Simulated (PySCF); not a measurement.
B(H)(Cl)(Me) (CH₄BCl), SMILES CBCl.

Geometry: B3LYP-D3(BJ)/def2-TZVP.

Method: PySCF with B3LYP-D3(BJ)/def2-TZVP.

Frequencies are harmonic and unscaled.

| mode | ν (cm⁻¹) | IR (km/mol) | Raman (Å⁴/amu) | depolarisation | moving atoms (share of kinetic energy) |
|---|---|---|---|---|---|
| 1 | 63 | 0.5 | 0.2 | 0.75 | H 88 %, B 10 % |
| 2 | 325 | 1.3 | 1.5 | 0.50 | C 28 %, H 27 %, Cl 23 %, B 21 % |
| 3 | 640 | 0.7 | 1.8 | 0.75 | H 92 % |
| 4 | 680 | 28.3 | 5.9 | 0.13 | H 32 %, B 30 %, Cl 22 %, C 16 % |
| 5 | 895 | 42.4 | 3.1 | 0.37 | H 61 %, B 25 % |
| 6 | 934 | 27.0 | 0.7 | 0.75 | H 54 %, B 32 %, C 13 % |
| 7 | 1037 | 20.4 | 3.9 | 0.18 | H 42 %, B 34 %, C 23 % |
| 8 | 1168 | 186.2 | 0.5 | 0.74 | H 61 %, B 35 % |
| 9 | 1336 | 79.3 | 3.9 | 0.73 | H 72 %, C 24 % |
| 10 | 1454 | 5.2 | 7.7 | 0.63 | H 93 % |
| 11 | 1457 | 5.0 | 5.9 | 0.75 | H 95 % |
| 12 | 2646 | 115.2 | 104.0 | 0.20 | H 91 %, B 9 % |
| 13 | 3009 | 0.6 | 180.7 | 0.02 | H 96 % |
| 14 | 3050 | 5.0 | 82.9 | 0.75 | H 91 %, C 9 % |
| 15 | 3117 | 11.7 | 57.1 | 0.67 | H 91 %, C 9 % |
